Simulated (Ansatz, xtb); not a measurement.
## BBrGeH6Si: which of two structures lies lower

We compare a, `[BH2][Ge@@H]([SiH3])[Br]`, a singlet, with b, a singlet given by its coordinates. Both are isolated molecules in the gas phase, relaxed with B3LYP-D3(BJ)/def2-SVP; the shapes shown needn't be the lowest conformers.

a (Å):

```xyz
10

B     0.6710    0.4639   -2.7372
Br   -1.7906   -2.2184   -2.6166
Ge    0.4100   -1.4897   -2.1573
Si    0.6192   -1.7961    0.2199
H     1.7909    0.9066   -2.7908
H    -0.2698    1.1774   -2.9614
H     1.3350   -2.4843   -2.8959
H     0.3480   -3.2246    0.5415
H    -0.3742   -0.9220    0.9044
H     1.9947   -1.4288    0.6694
```

b (Å):

| atom | x (Å) | y (Å) | z (Å) |
| --- | --- | --- | --- |
| B | -2.2143 | -0.9096 | 0.8396 |
| Br | -1.7626 | -3.2247 | 1.4408 |
| Ge | -0.5308 | -3.1915 | -0.6772 |
| Si | -0.7690 | -0.8052 | -0.5878 |
| H | -2.0374 | -0.3815 | 1.9074 |
| H | -3.3441 | -1.0470 | 0.4423 |
| H | 0.5705 | -0.2650 | -0.2050 |
| H | -1.1178 | -0.2631 | -1.9362 |
| H | 0.7722 | -3.9611 | -0.3682 |
| H | -1.4015 | -4.0600 | -1.6113 |

Close contacts (Å): B1–Br2 2.43, B1–Si4 2.03, Br2–Ge3 2.45, Ge3–Si4 2.40, B1–H5 1.20, B1–H6 1.21, Ge3–H9 1.54, Ge3–H10 1.54, Si4–H7 1.49, Si4–H8 1.49.

Estimate which is lower in electronic energy at CCSD(T)/def2-SVP + ΔMP2/def2-TZVPP, and by roughly how much.

Too close to call at this level: CCSD(T)/def2-SVP + ΔMP2/def2-TZVPP gives E(b) − E(a) = +0.45 kcal/mol.

The same difference at several levels:

```json
{"level": "B3LYP-D3(BJ)/def2-SVP", "geometry": "B3LYP-D3(BJ)/def2-SVP", "E(b) − E(a) (kcal/mol)": "−0.90", "departure from the last row (kcal/mol)": "−1.35", "job, with rough time for the two": "optimisation, 2.1 min"}
{"level": "HF/def2-SVP", "geometry": "B3LYP-D3(BJ)/def2-SVP", "E(b) − E(a) (kcal/mol)": "+8.84", "departure from the last row (kcal/mol)": "+8.39", "job, with rough time for the two": "part of the CCSD(T) run"}
{"level": "MP2/def2-SVP", "geometry": "B3LYP-D3(BJ)/def2-SVP", "E(b) − E(a) (kcal/mol)": "+0.32", "departure from the last row (kcal/mol)": "−0.13", "job, with rough time for the two": "part of the CCSD(T) run"}
{"level": "CCSD(T)/def2-SVP", "geometry": "B3LYP-D3(BJ)/def2-SVP", "E(b) − E(a) (kcal/mol)": "+0.42", "departure from the last row (kcal/mol)": "−0.03", "job, with rough time for the two": "single point"}
{"level": "CCSD(T)/def2-SVP + ΔMP2/def2-TZVPP", "geometry": "B3LYP-D3(BJ)/def2-SVP", "E(b) − E(a) (kcal/mol)": "+0.45", "departure from the last row (kcal/mol)": "", "job, with rough time for the two": "single point, 65 s"}
```

The largest departure from CCSD(T)/def2-SVP + ΔMP2/def2-TZVPP is that of HF/def2-SVP, 8.39 kcal/mol. Levels run at GFN2-xTB geometries aren't shown. The last row adds to CCSD(T) the change of the MP2 difference between the two basis sets, here +0.03 kcal/mol.

With thermal terms from frequencies at re-optimised GFN2-xTB minima (ideal gas, soft modes damped towards free rotors, one conformer each, 298.15 K, 1 atm): the zero-point term adds +0.14 kcal/mol; ΔH is −0.05 and ΔG +1.75 kcal/mol.

The correlated steps freeze 24 core orbitals; the filled d shell of Br and Ge is correlated, in a basis made for valence electrons. Mirror images aren't counted in ΔG. Programs: Ansatz 0.2.0, xtb 6.7.1; the last row on 2 threads of Arm Neoverse V1 on a shared host.
